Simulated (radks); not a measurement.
Task: Re52+, 23 electrons, occupied as [Ar] 3d5. Method: Dirac Kohn-Sham, exchange-only PBE, spin-unpolarised, spherical densities, finite nucleus; open shells fill j = l - 1/2 first; Fermi nuclear charge, rms radius 5.3698 fm; computed with a radial shooting solver on a logarithmic mesh with Libxc functionals. Some entries of the table are withheld. Estimate them.

orbital,occ.,eigenvalue (eV),<1/r> (bohr^-1)
1s1/2,2,-74834.06,(1)
2s1/2,2,-15618.45,(2)
2p1/2,2,-15110.01,21.69
2p3/2,4,-13656.09,18.13
3s1/2,2,-5771.695,(3)
3p1/2,2,-5562.757,8.300
3p3/2,4,-5210.471,7.367
3d3/2,4,-4889.939,(4)
3d5/2,1,-4810.014,(5)

Result: 
(1) 1s1/2 <1/r> (bohr^-1): 88.72
(2) 2s1/2 <1/r> (bohr^-1): 21.75
(3) 3s1/2 <1/r> (bohr^-1): 8.381
(4) 3d3/2 <1/r> (bohr^-1): 7.243
(5) 3d5/2 <1/r> (bohr^-1): 7.024
